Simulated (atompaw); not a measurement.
## What the settings do to the PAW (atompaw) potential of phosphorus (P)

Base potential:

* Element: P (Z = 15)
* Generator: atompaw 4.2.0.5
* Type: PAW
* Functional: LDA (PW92)
* Relativity: scalar-relativistic
* Frozen core: [Ne]
* Valence charge: 5
* Reference configuration: 3s2 3p1 (charge +2)
* Partial waves: 3s (bound): rc 1.85 bohr; 3s channel at -2 Ry: rc 1.60 bohr; 3p (bound): rc 1.85 bohr; 3p channel at -1.2 Ry: rc 1.85 bohr
* Local potential: troulliermartins scheme with l = 2 at 0 Ry, radius 1.60 bohr
* Core correction: smooth core density matched at 1.80 bohr
* Augmentation charge: sinc compensation charge, radius 1.45 bohr; PAW radius 1.85 bohr; waves and projectors: custom rrkj gramschmidtortho

All-electron outer shells of the reference configuration (LDA (PW92), scalar-relativistic, ld1.x):

| shell | level (eV) | outermost node (bohr) | outermost maximum (bohr) |
| --- | --- | --- | --- |
| 3s | -34.01 | 0.65 | 1.50 |
| 3p | -24.39 | 0.63 | 1.68 |

Cutoffs, loose and tight: the cutoffs (Ry, on a coarse ladder) from which the occupation-weighted sum of valence levels, in a spherical-Bessel basis at the reference potential, stays within 10 and 1 mRy of its value at 400 Ry. They see the waves, projectors and local potential, not the compensation charge or the core. A dash means not determined.

```tsv
change	outcome	cutoff, loose	cutoff, tight	bound ghosts
base	generated, no UPF (negative core plus compensation charge)	12 Ry	18 Ry	none
augmentation sinc compensation charge, radius 1.45 bohr; PAW radius 1.85 bohr; waves and projectors: custom polynom gramschmidtortho	generated, no UPF (negative core plus compensation charge)	12 Ry	18 Ry	none
wave 3s channel at -2 Ry: rc 1.60 bohr becomes 3s channel at -2 Ry: rc 1.50 bohr	generated, no UPF (negative core plus compensation charge)	12 Ry	18 Ry	none
augmentation sinc compensation charge, radius 1.16 bohr; PAW radius 1.85 bohr; waves and projectors: custom rrkj gramschmidtortho	generated, no UPF (negative core plus compensation charge)	12 Ry	18 Ry	none
all radii scaled by about 1.31 (s 2.42, p 2.42 bohr); local potential troulliermartins scheme with l = 2 at 0 Ry, radius 2.08 bohr; augmentation sinc compensation charge, radius 1.90 bohr; PAW radius 2.42 bohr; waves and projectors: custom rrkj gramschmidtortho; core correction smooth core density matched at 2.34 bohr	generated	10 Ry	12 Ry	none
wave 3s channel at -2 Ry: rc 1.60 bohr becomes 3s channel at -2.06 Ry: rc 1.60 bohr	generated, no UPF (negative core plus compensation charge)	12 Ry	18 Ry	none
functional PBE	generated, no UPF (negative core plus compensation charge)	12 Ry	21 Ry	none
```

Q: What comes out with this change to the base: reference 3s2 3p3?

A: outcome: generated, no UPF (negative core plus compensation charge); cutoff, loose: 15 Ry; cutoff, tight: 21 Ry; bound ghosts: none.

Q: What comes out with this change to the base: core correction smooth core density matched at 1.02 bohr?

A: outcome: generated; cutoff, loose: 12 Ry; cutoff, tight: 18 Ry; bound ghosts: none.
